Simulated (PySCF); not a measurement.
**Os⁺ (osmium, charge +1) across methods**

[Xe] 4f14 5d7, high-spin 4F determinant (an excited configuration). Computed with PySCF 2.14 in x2c-TZVPPall with one added diffuse shell each of s, p, d, f type (12s8p8d4f1g, 113 functions), with the spin-free X2C one-electron Hamiltonian (Gaussian nucleus).

```
method   E (hartree)  mean ε 5p β (eV)  mean ε 5d α (eV)  mean ε 5d β (eV)  Σ⟨r²⟩ (bohr²)   ⟨S²⟩
  PBE0     -17254.87           -58.205           -14.437           -12.801          49.65  3.753
   UHF  -17249.71317           -65.216           -18.009           -15.744          49.10  3.757
r2SCAN     -17255.17           -56.390           -13.205           -11.695          49.62  3.753
   PBE     -17255.10           -55.498           -13.026           -11.532          50.12  3.752
   LDA     -17244.23           -55.972           -13.234           -11.734          50.14  3.751
```

Spin-orbit coupling, absent here, splits the open shell strongly.
